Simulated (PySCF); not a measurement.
# Computed structure and properties of [Pb(OCH3)2]2+

System: [Pb(OCH3)2]2+ (singlet); start: displaced along the imaginary mode (C2). Method: PySCF 2.14.0, RKS PBE0, Pb def2-SVP with ECP60, O def2-SVP, C def2-SVP, H def2-SVP; non-relativistic Hamiltonian with scalar-relativistic core potentials where named; density fitting; no spin-orbit coupling.

Input of the relaxation:

```python
mol = gto.M(atom='''
Pb     0.00000    -0.00000    -0.35896
O      1.68636     0.02138     1.08645
C      2.99467    -0.04987     1.32924
H      3.65307     0.25000     0.38943
H      3.32152     0.99862     1.71362
H      3.34809    -0.91849     1.86460
O     -1.68636    -0.02138     1.08645
C     -2.99467     0.04987     1.32924
H     -3.65307    -0.25000     0.38943
H     -3.32152    -0.99862     1.71362
H     -3.34809     0.91849     1.86460''',
    basis={'Pb': 'def2-SVP', 'O': 'def2-SVP', 'C': 'def2-SVP', 'H': 'def2-SVP'},
    ecp={'Pb': 'def2-SVP'},
    charge=2, spin=0)
mf = dft.RKS(mol, xc='PBE0')
mf.grids.atom_grid = (50, 194)
mf = mf.density_fit()  # fitting sets: Pb def2-universal-JKFIT, O def2-universal-JKFIT, C def2-universal-JKFIT, H def2-universal-JKFIT
mf.conv_tol = 1e-08; mf.max_cycle = 55
mf.kernel(dm0)  # dm0: converged density of the start geometry
# quasi-Newton relaxation in Cartesian coordinates to a largest gradient under 0.00045 Eh/bohr, steps kept in the point group
```

Run from Python with OMP_NUM_THREADS=2; the lines above give its settings. Where DIIS fails, smearing, a level shift and second-order steps follow.
It took 3 min on 2 threads of Arm Neoverse V2 (shared host), from the converged density of the start.

Course of the relaxation:

```tsv
step	energy above end (eV)	largest force component within the symmetry (eV/Å)
0	0.2620	1.481
1	0.1180	0.457
2	0.0806	0.240
3	0.0568	0.281
4	0.0361	0.137
5	0.0268	0.129
6	0.0239	0.094
7	0.0225	0.066
33	0.0004	0.028
34	0.0002	0.014
35	0.0002	0.025
36	0.0001	0.019
37	0.0000	0.014
38	0.0000	0.017
```
(The steps between are left out.)

Relaxed geometry (C2):

```xyz
11

Pb    0.0000    0.0000   -0.2856
O     1.7164    0.0750    1.1176
C     3.0432   -0.0194    1.1872
H     3.6014    0.8425    0.7349
H     3.2692    0.2881    2.2784
H     3.4758   -1.0212    1.0285
O    -1.7164   -0.0750    1.1176
C    -3.0432    0.0194    1.1872
H    -3.6014   -0.8425    0.7349
H    -3.2692   -0.2881    2.2784
H    -3.4758    1.0212    1.0285
```

```csv
contact,Å
Pb1–O2 (OCH3),2.218
Pb1–O7 (OCH3),2.218
```

On the finer grid (75, 302):

* HOMO: -17.20 eV
* LUMO: -15.81 eV
* Dipole about the centre of mass: 3.47 D
* Set of Mulliken populations of Pb1 outside the core potential: s 3.89, p 6.63, d 10.08
* D3(BJ) dispersion energy (not in the energies): -0.162 eV

| atom | Mulliken (e) | Löwdin (e) | spin (e) |
| --- | --- | --- | --- |
| Pb1 | 1.41 | 1.22 | 0.00 |
| O2 | -0.36 | -0.09 | 0.00 |
| C3 | 0.07 | 0.11 | 0.00 |
| H4 | 0.18 | 0.11 | 0.00 |
| H5 | 0.24 | 0.19 | 0.00 |
| H6 | 0.16 | 0.07 | 0.00 |
| O7 | -0.36 | -0.09 | 0.00 |
| C8 | 0.07 | 0.11 | 0.00 |
| H9 | 0.18 | 0.11 | 0.00 |
| H10 | 0.24 | 0.19 | 0.00 |
| H11 | 0.16 | 0.07 | 0.00 |

The gap is small, and the closed shell wasn't tested for a lower spin-broken solution.

On the grid (50, 194), as all that follows. Harmonic modes: a minimum within the noise of the softest modes; lowest 32 cm⁻¹ (negative: unstable), highest 3138 cm⁻¹, zero-point energy 1.963 eV.

Taking off one OCH3 (charge -1, singlet; the rest: singlet) in vacuum, both parts rigid, costs 23.09 eV; the small basis without counterpoise inflates it. Most of it is the attraction of opposite charges; other ways to part are cheaper, and one spin state was tried for the rest.

Rigid scan of OCH3 along the line from its metal:

(distance to O2 (Å), energy (eV)): (1.92, 0.580), (2.02, 0.210), (2.12, 0.043), (2.22, 0.000), (2.32, 0.029), (2.42, 0.097), (2.62, 0.271)

One start shape was tried, so this needn't be the lowest isomer.
